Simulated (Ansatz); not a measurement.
`F/C=C/[SiH3]` + `BS` → `BS[SiH3]` + `C=CF` at 500 K and 1 bar (ligand exchange at the Si–C bond).

Computed with Ansatz on PBE0-D4/def2-TZVP structures; ΔE is electronic, products minus reactants. CCSD(T)/CBS adds triple-zeta CCSD(T) − MP2 to the extrapolated MP2 energy (def2 sets, frozen cores). This one scheme is used for every species.

```
       species  CCSD(T)/CBS energy (Eh)  H − E (kJ/mol)  S (J/(mol·K))
`F/C=C/[SiH3]`               -467.94748           194.6          359.4
          `BS`               -424.38198           102.0          273.9
    `BS[SiH3]`               -714.68055           162.1          357.9
        `C=CF`               -177.66469           139.4          282.9
```

H − E and S are ideal-gas, rigid-rotor, harmonic terms from PBE0-D4/def2-TZVP. 1 Eh = 2625.50 kJ/mol, R = 8.31446 J/(mol·K).

By hand: ΔE, ΔH, ΔS and ΔG.

ΔE = (-714.68055) + (-177.66469) − (-467.94748) − (-424.38198) = -0.01578 Eh = -41.4 kJ/mol. Δ(H − E) = 162.1 + 139.4 − 194.6 − 102.0 = 4.9, so ΔH = -36.5 kJ/mol. ΔS = 357.9 + 282.9 − 359.4 − 273.9 = 7.5 J/(mol·K). ΔG = -36.5 − 500 × (7.5)/1000 = -40.2 kJ/mol.

By hand: the equilibrium constant, and the temperature at which ΔG would vanish if ΔH and ΔS stayed fixed.

log₁₀ K = −ΔG/(RT ln 10) = 4.2. ΔH and −TΔS have one sign here, so there is no such temperature.

The number of gas molecules stays the same, so ΔS is small and ΔH decides. A doubt of 5 kJ/mol in ΔE shifts log₁₀ K by 0.5 here. These are equilibria of isolated gas molecules and say nothing of rates. Largest T1 diagnostic: 0.015 (customary marks: 0.02 for closed shells, 0.045 for open ones).
